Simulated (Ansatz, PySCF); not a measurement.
Stretching the C4–H5 bond in CH4OPb (SMILES C[O][PbH]) (multiplicity 1 held, fragments rigid). Energies count from the point at 1.096 Å.
Geometry at that point (charge 0, multiplicity 1):
```xyz
7

Pb    -0.181    -0.246     0.340
H     -1.228    -0.742    -1.138
O      1.005     1.069    -0.779
C      0.897     1.349    -2.156
H      0.711     2.418    -2.306
H      1.837     1.100    -2.662
H      0.088     0.788    -2.639
```

R- and RO- levels are restricted; in cc, def2 and unpolarised 6-31G sets they are followed outwards from rest. Unrestricted levels (U-) break spin symmetry where that is lower. Curves can end on different states.

Frozen-core correlation. Filled d and f shells under p-block atoms count as core. Rows in LANL2DZ carry no dispersion term and start afresh at each structure. LANL2DZ brings its own core potentials from Na on.

Run with Ansatz (a program for electronic structure) with Gaussian orbitals; PySCF for LANL2DZ rows. Values without a source in brackets are computed. In def2 rows elements past Kr take small-core potentials, without spin–orbit coupling.

Task: Predict the energy at R = 3.508 Å from R-B3LYP/def2-TZVPP.

Result: 130.5 kcal/mol

Task: Give the energy at R = 3.508 Å at the level U-SCS-MP2/def2-TZVPP.

Result: 107.3 kcal/mol

Task: What is the computed energy at R = 3.508 Å (U-B3LYP/LANL2DZ)?

Result: 103.7 kcal/mol

Doubts at one or more of the structures used: a spin-contaminated determinant (U-B3LYP/LANL2DZ, U-SCS-MP2/def2-TZVPP); a restricted determinant that unrestricted orbitals would lower (R-B3LYP/def2-TZVPP).
